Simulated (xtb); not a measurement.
Input for xtb: GFN-FF on CH6GeO (SMILES C[O][GeH3]), a point of a torsion scan.

```
$ xtb mol.xyz --gfnff --sp --chrg 0 --uhf 0
9

C      1.39264251    -0.03275923     0.09389131
O      0.31849482    -0.25428634    -0.79496205
Ge    -1.36215966    -0.47464502    -0.36636043
H      1.93816839    -0.96432779     0.26270039
H      2.06817477     0.68670098    -0.37347557
H      1.06686005     0.36611341     1.05711221
H     -1.56474941    -1.77144903     0.37266455
H     -1.97582542    -0.47427928    -1.71952988
H     -1.80814620     0.66451472     0.51079822
```

Output:

```
[...]
           -------------------------------------------------
          |                Calculation Setup                |
           -------------------------------------------------



          ==================== Thresholds ====================
          CN  :   150.00000
          rep :   500.00000
          disp:  2500.00000
          HB1 :   250.00000
          HB2 :   450.00000

          Pauling EN used:
          Z : 1  EN :  2.20
          Z : 6  EN :  2.55
          Z : 8  EN :  3.44
          Z :32  EN :  2.01
          electric field strengths (au): 0.000

           -------------------------------------------------
          |           Force Field Initialization            |
           -------------------------------------------------

          distances ...
          ----------------------------------------
          generating topology and atomic info file ...
          pair mat ...
          computing topology distances matrix with Floyd-Warshall algo ...
          making topology EEQ charges ...
          #fragments for EEQ constrain: 1
          ----------------------------------------
          generating topology and atomic info file ...
          pair mat ...
          computing topology distances matrix with Floyd-Warshall algo ...
          making topology EEQ charges ...
          #fragments for EEQ constrain: 1
          rings ...
          # BATM   30
          # H in HB   3

  atom   neighbors  erfCN metchar sp-hybrid imet pi  qest     coordinates
    1  C       4    3.52   0.00         3    0    0   0.040    2.631713   -0.061906    0.177429
    2  O       2    1.91   0.00         3    0    0  -0.371    0.601868   -0.480532   -1.502261
    3  Ge      4    3.50   0.03         3    0    0   0.233   -2.574109   -0.896949   -0.692321
    4  H       1    0.97   0.00         0    0    0   0.039    3.662607   -1.822315    0.496432
    5  H       1    0.97   0.00         0    0    0   0.039    3.908284    1.297677   -0.705767
    6  H       1    0.97   0.00         0    0    0   0.039    2.016073    0.691854    1.997653
    7  H       1    0.96   0.01         0    0    0  -0.007   -2.956948   -3.347554    0.704234
    8  H       1    0.97   0.01         0    0    0  -0.007   -3.733769   -0.896258   -3.249441
    9  H       1    0.96   0.01         0    0    0  -0.007   -3.416901    1.255751    0.965269

          #atoms :   9
          #bonds :   8
          #angl  :   13
          #tors  :   6
          #nmol  :   1
          #optfrag :   1
           -------------------------------------------------
          |                   G F N - F F                   |
          |          A general generic force-field          |
          |                  Version 1.0.3                  |
           -------------------------------------------------
          Number of HB bonds (bound hydrogen)     0
          Number of HB bonds (unbound hydrogen)   0
          Number of XB bonds                      0

 E+G (total)                   0 d,  0 h,  0 min,  0.000 sec
 distance/D3 list               ...        0 min,  0.000 sec (  0.595%)
 non bonded repulsion           ...        0 min,  0.000 sec ( 14.360%)
 dCN                            ...        0 min,  0.000 sec (  3.549%)
 EEQ energy and q               ...        0 min,  0.000 sec ( 12.398%)
 D3                             ...        0 min,  0.000 sec ( 11.203%)
 EEQ gradient                   ...        0 min,  0.000 sec (  5.155%)
 bonds                          ...        0 min,  0.000 sec (  6.880%)
 bend and torsion               ...        0 min,  0.000 sec ( 29.477%)
 bonded ATM                     ...        0 min,  0.000 sec (  4.085%)
Note: The following floating-point exceptions are signalling: IEEE_UNDERFLOW_FLAG IEEE_DENORMAL
normal termination of xtb
 HB/XB (incl list setup)        ...        0 min,  0.000 sec (  8.151%)

         :::::::::::::::::::::::::::::::::::::::::::::::::::::
         ::                     SUMMARY                     ::
         :::::::::::::::::::::::::::::::::::::::::::::::::::::
         :: total energy              -0.938651409353 Eh    ::
         :: gradient norm              0.037397920154 Eh/a0 ::
         ::.................................................::
         :: bond energy               -0.955940875376 Eh    ::
         :: angle energy               0.034048936910 Eh    ::
         :: torsion energy             0.001358034971 Eh    ::
         :: repulsion energy           0.042148833152 Eh    ::
         :: electrostat energy        -0.057378676881 Eh    ::
         :: dispersion energy         -0.002880283573 Eh    ::
         :: HB energy                  0.000000000000 Eh    ::
         :: XB energy                  0.000000000000 Eh    ::
         :: bonded atm energy         -0.000007378557 Eh    ::
         :: external energy            0.000000000000 Eh    ::
         :: add. restraining           0.000000000000 Eh    ::
         :: total charge               0.000000000000 e     ::
         :::::::::::::::::::::::::::::::::::::::::::::::::::::

           -------------------------------------------------
          |                Property Printout                |
           -------------------------------------------------

molecular dipole:
                 x           y           z       tot (Debye)
 q only:       -0.271      -0.006       0.464       1.365

           -------------------------------------------------
          | TOTAL ENERGY               -0.938651409353 Eh   |
          | GRADIENT NORM               0.037397920154 Eh/α |
           -------------------------------------------------
########################################################################
[WARNING] Runtime exception occurred
-1- gfnff_setup: Could not read topology file.
########################################################################

------------------------------------------------------------------------
------------------------------------------------------------------------
 total:
 SCF:
```

The run finished.

Cost: roughly 0.03 core-seconds.
